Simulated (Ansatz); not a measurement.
Geometry optimisation, RKS PBE/def2-SVP (Ansatz 0.2.0).

Input file:

```yaml
crystal:
  periodic: [false, false, false]
  atoms:
    - { symbol: Hf, position_ang: [0.0, 0.0, 0.0] }
    - { symbol: O, position_ang: [0.0, 0.0, 2.42] }
    - { symbol: H, position_ang: [-0.9095, -0.2814, 2.7571] }
    - { symbol: "N", position_ang: [2.084, 0.0, -0.7359] }
    - { symbol: H, position_ang: [2.5823, -0.918, -0.9166] }
    - { symbol: H, position_ang: [2.5853, 0.918, -0.9082] }
    - { symbol: Cl, position_ang: [-1.1869, 2.0563, -0.8392] }
    - { symbol: "N", position_ang: [-1.0409, -1.8034, -0.7359] }
    - { symbol: H, position_ang: [-1.5759, -2.4197, -0.0595] }
    - { symbol: H, position_ang: [-1.0055, -2.0526, -1.7656] }
    - { symbol: "N", position_ang: [0.9409, 2.1882, 0.7915] }
    - { symbol: H, position_ang: [1.7805, 2.2011, 1.4385] }
    - { symbol: H, position_ang: [0.4988, 3.0994, 0.4787] }
    - { symbol: H, position_ang: [0.5625, 1.3081, 1.9914] }
basis:
  gaussian: { orbitals: def2-SVP }
hamiltonian:
  xc: pbe
relax:
  f_tol: 0.15
  max_steps: 25
  restrain:
    - { distance: [0, 10], at: 3.41, k: 30.0 }
    - { distance: [13, 1], at: 2.21, k: 30.0 }
    - { distance: [0, 1], at: 2.07, k: 30.0 }
    - { distance: [13, 10], at: 1.06, k: 30.0 }
```

Launched with:

```bash
$ ansatz run input.yaml --threads 4 --pin off --max-ram 5120MiB --backend cpu --events-out ev --progress --plain --runs-dir out
```

**Question.** Where does it end, and by what steps?

**Answer.** It converged. The restraints hold the end off the free minimum; the threshold counts their pulls, which the force column leaves out. Restrained pairs: Hf1–N11 (2.51 → 3.41 Å), O2–H14 (1.49 → 2.21 Å), Hf1–O2 (2.42 → 2.03 Å), N11–H14 (1.54 → 1.04 Å). After 11 steps the energy has fallen by 3.747 eV (the restraints' own energy left out); N11 moved furthest, 0.91 Å.

| step | energy less start (eV) | largest force component (eV/Å) | accepted |
| --- | --- | --- | --- |
| 0 | 0.0000 | 3.004 | yes |
| 1 | -0.5623 | 4.629 | yes |
| 2 | -1.3425 | 5.027 | yes |
| 3 | -2.3111 | 4.644 | yes |
| 4 | -3.1705 | 2.381 | yes |
| 5 | -3.4924 | 1.622 | yes |
| 6 | -3.6051 | 1.265 | yes |
| 7 | -3.6412 | 1.216 | yes |
| 8 | -3.7043 | 1.256 | yes |
| 9 | -3.7298 | 1.244 | yes |
| 10 | -3.7408 | 1.124 | yes |
| 11 | -3.7473 | 1.227 | yes |

```xyz
14
Properties=species:S:1:pos:R:3
Hf -0.088 -0.085 -0.041
O -0.220 -0.144 1.986
H -0.955 -0.076 2.617
N 1.856 -0.183 -0.663
H 2.244 -0.843 -1.345
H 2.612 0.437 -0.351
Cl -1.269 1.715 -1.119
N -0.889 -1.815 -0.723
H -1.114 -2.647 -0.166
H -1.196 -1.982 -1.689
N 1.140 2.678 1.533
H 1.983 2.431 1.002
H 0.430 2.985 0.857
H 0.782 1.826 2.017
```

Run time: 29 s on 4 threads of Arm Neoverse V2, with other jobs on the host, peak memory 0.22 GiB.
